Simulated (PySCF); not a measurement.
Level of theory: B3LYP-D3(BJ)/def2-TZVP // PBE0-D4/def2-SVP (PySCF). Isolated molecules, 0 K electronic values unless said otherwise. One relaxed conformer stands for a flexible species; it need not be the lowest. B3LYP has the VWN-RPA correlation part, as in Gaussian. Excitations are Tamm–Dancoff values on a coarser integration grid. The basis has no diffuse functions, so Rydberg states are missing or too high.

Reference species (SMILES): `[NH2][Sn]([NH2])([NH2])[NH2]` (neutral, multiplicity 1).

The HOMO–LUMO gap comes out as 6.14 eV and the HOMO is -6.89 eV. The T1 excitation (TDA) is 4.71 eV.

Changed species: `[O](C)[Sn]([NH2])([NH2])[O]C` (2 of 4 NH2 replaced by OCH3; the reference has 0 of 4 NH2 replaced by OCH3).

Problem. Give the shifts of the HOMO–LUMO gap, HOMO and T1 excitation (TDA).

Solution. the HOMO–LUMO gap decreases by 0.12 eV, to 6.02 eV; the HOMO decreases by 0.39 eV, to -7.28 eV; the T1 excitation (TDA) drops by 0.22 eV, to 4.49 eV.
